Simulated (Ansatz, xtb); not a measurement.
# Two structures of BGaH5Si

Structure a is a doublet given by its coordinates and structure b is a doublet given by its coordinates. Both are isolated molecules in the gas phase, relaxed with r2SCAN-D4/def2-SVP.

a (Å):

```tsv
atom	x (Å)	y (Å)	z (Å)
B	-2.1834	0.9330	1.4047
Ga	-1.0235	-0.6737	1.7007
Si	0.8113	-2.1138	1.1168
H	-1.7776	1.8522	2.0857
H	-3.3663	0.7096	1.2911
H	-1.5398	0.8178	0.3206
H	1.0281	-2.5541	-0.2975
H	1.1548	-3.2289	2.0532
```

Close contacts (Å): B1–Ga2 2.00, Ga2–Si3 2.40, B1–H4 1.21, B1–H5 1.21, B1–H6 1.27, Ga2–H6 2.10, Si3–H7 1.50, Si3–H8 1.50.

b (Å):

```xyz
8

B     0.4695   -0.1103   -1.0179
Ga   -1.4993    0.8083   -0.3355
Si    0.8187    0.6949    0.8237
H     1.3969   -0.6596   -1.5759
H    -0.5003   -0.8965   -0.8599
H     0.8845   -0.1332    2.0625
H     1.5153    2.0004    1.0101
H     0.0110    0.8333   -1.7130
```

Close contacts (Å): B1–Ga2 2.28, B1–Si3 2.04, Ga2–Si3 2.59, B1–H4 1.21, B1–H5 1.26, B1–H8 1.26, Ga2–H5 2.04, Ga2–H8 2.04, Si3–H6 1.49, Si3–H7 1.49.

Task: Estimate which is lower in electronic energy at CCSD(T)/def2-SVP + ΔMP2/def2-TZVPP, and by roughly how much.

Result: The CCSD(T)/def2-SVP + ΔMP2/def2-TZVPP calculation puts structure b lower, by 19.5 kcal/mol.

The same difference at several levels:

```json
{"level": "r2SCAN-D4/def2-SVP", "geometry": "r2SCAN-D4/def2-SVP", "E(b) − E(a) (kcal/mol)": "−19.3", "departure from the last row (kcal/mol)": "+0.2", "job, with rough time for the two": "optimisation, 5.4 min"}
{"level": "HF/def2-SVP", "geometry": "r2SCAN-D4/def2-SVP", "E(b) − E(a) (kcal/mol)": "−14.5", "departure from the last row (kcal/mol)": "+5.0", "job, with rough time for the two": "part of the CCSD(T) run"}
{"level": "MP2/def2-SVP", "geometry": "r2SCAN-D4/def2-SVP", "E(b) − E(a) (kcal/mol)": "−17.3", "departure from the last row (kcal/mol)": "+2.2", "job, with rough time for the two": "part of the CCSD(T) run"}
{"level": "CCSD(T)/def2-SVP", "geometry": "r2SCAN-D4/def2-SVP", "E(b) − E(a) (kcal/mol)": "−18.3", "departure from the last row (kcal/mol)": "+1.2", "job, with rough time for the two": "single point"}
{"level": "CCSD(T)/def2-SVP + ΔMP2/def2-TZVPP", "geometry": "r2SCAN-D4/def2-SVP", "E(b) − E(a) (kcal/mol)": "−19.5", "departure from the last row (kcal/mol)": "", "job, with rough time for the two": "single point, 42 s"}
```

None of the levels shown reverses the order. The largest departure from CCSD(T)/def2-SVP + ΔMP2/def2-TZVPP is that of HF/def2-SVP, 5.0 kcal/mol. Levels run at GFN2-xTB geometries aren't shown. The last row adds to CCSD(T) the change of the MP2 difference between the two basis sets, here −1.2 kcal/mol.

With harmonic frequencies from r2SCAN-D4/def2-SVP (ideal gas, rigid rotor, one conformer each, 600 K, 1 atm): the zero-point term adds +1.8 kcal/mol; ΔH is −19.1 and ΔG −13.4 kcal/mol.

Open shells are spin-unrestricted. The correlated steps freeze 15 core orbitals; the filled d shell of Ga is correlated, in a basis made for valence electrons. Mirror images aren't counted in ΔG. Run with Ansatz 0.2.0; the last row on 2 threads of Arm Neoverse V2 on a shared host.
